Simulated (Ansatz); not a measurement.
The cluster Li₃Br₃⁻. Charge -1, multiplicity 2. Geometry r2SCAN-D4/def2-SVPD; atoms count from 1.

```
atom   x (Å)   y (Å)   z (Å)
 Li1   0.069   1.673  -0.521
 Li2   1.092  -0.387   1.317
 Li3  -1.629  -0.617   0.214
 Br4   2.407   1.065  -0.147
 Br5  -0.190  -2.440   0.976
 Br6  -1.749   0.706  -1.839
```

The highest occupied level of the charge -1 doublet lies above zero (up to 0.20 eV). The electron is either unbound and held by the finite basis, or the level is raised by self-interaction error. Another isomer (doublet) lies 0.14 eV lower at PBE0-D4/def2-TZVPD; other spin states weren't run for this one.

(1) Estimate the Mulliken populations from the PBE0/def2-TZVPD orbitals of Ansatz.

(2) Where does the spin sit?

(3) And the Mayer bond orders between heavy atoms (over 0.3)?

Results:

(1) 
```
atom  charge (e)  spin (α − β)
 Li1        0.31          0.52
 Li2        0.32          0.52
 Li3        0.31          0.52
 Br4       -0.65         -0.18
 Br5       -0.65         -0.18
 Br6       -0.65         -0.18
```
Mulliken values depend strongly on the basis. With diffuse functions, as here, like atoms can get unlike values, and bond orders can come out too low or too high.

(2) Summed by element: Li 1.55, Br -0.55, of 1 unpaired in all. Largest on single atoms: Li3 0.52, Li1 0.52, Li2 0.52.

(3) Li1–Li2 0.52 (2.94 Å); Li1–Li3 0.53 (2.94 Å); Li2–Li3 0.52 (2.94 Å).
